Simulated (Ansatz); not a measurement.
This geometry of H$_{3}$SbTe (5 atoms, charge 0, multiplicity 1) is a first-order saddle point.

All numbers below come from Ansatz 0.2.0, RKS B3LYP/def2-mTZVP.

```xyz
5
Properties=species:S:1:pos:R:3
Sb -0.347 -0.760 -0.017
Te 0.287 1.674 -0.912
H -1.713 -1.045 0.901
H 0.561 -2.111 -0.391
H 1.261 2.168 0.378
```

(1) Which two structures does it join? (They come from a converged band through this point; their orientation in space is the band's.)

(2) How far does it lie above each of them?

## Answers

(1) No bond is made or broken. The height of Sb1 over the plane of its neighbours goes from -1.06 to 1.08 Å.

Initial state:

```xyz
5
Properties=species:S:1:pos:R:3
Sb -0.760 -1.012 -0.537
Te 0.196 1.604 -1.006
H -1.210 -0.712 1.098
H 0.763 -1.630 -0.021
H 1.061 1.676 0.426
```

Final state:

```xyz
5
Properties=species:S:1:pos:R:3
Sb 0.029 -0.835 0.717
Te 0.193 1.473 -0.892
H -1.673 -0.995 0.503
H 0.299 -1.913 -0.600
H 1.202 2.197 0.231
```

(2) 2.03 eV above the first and 2.06 eV above the second. This is the barrier of this one path; another mechanism may lie lower.

Run time: 2.8 min on 1 thread of Intel(R) Xeon(R) 6975P-C (Granite Rapids), with other jobs on the host, peak memory 0.2 GiB.
